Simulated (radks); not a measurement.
Question: All-electron atom: Sb VII in [Ar] 3d10 4s2 4p5.75 4d9.25 (fractional occupations, a model configuration). Calculated with a radial shooting solver on a logarithmic mesh with Libxc functionals: scalar-relativistic Kohn-Sham, PBE, spin-unpolarised, spherical densities, finite nucleus; Fermi nuclear charge, rms radius 4.6802 fm. Some entries of the table are withheld. Estimate them.

orbital,occ.,eigenvalue (Ry),<r^2> (bohr^2)
1s,2,-2233.413,0.001094
2s,2,-344.9958,0.01773
2p,6,(1),(2)
3s,2,-72.45332,0.1248
3p,6,-61.15844,0.1253
3d,10,-43.92519,0.1104
4s,2,-16.75615,0.6945
4p,5.75,-13.25992,(3)
4d,9.25,-8.11471,1.101
5s,0,-5.56342,3.587
5p,0,-4.61696,(4)
4f,0,-3.27514,3.207
5d,0,-3.27227,(5)

Answer: 
(1) 2p eigenvalue (Ry): -310.3562
(2) 2p <r^2> (bohr^2): 0.01401
(3) 4p <r^2> (bohr^2): 0.8028
(4) 5p <r^2> (bohr^2): 4.435
(5) 5d <r^2> (bohr^2): 6.725
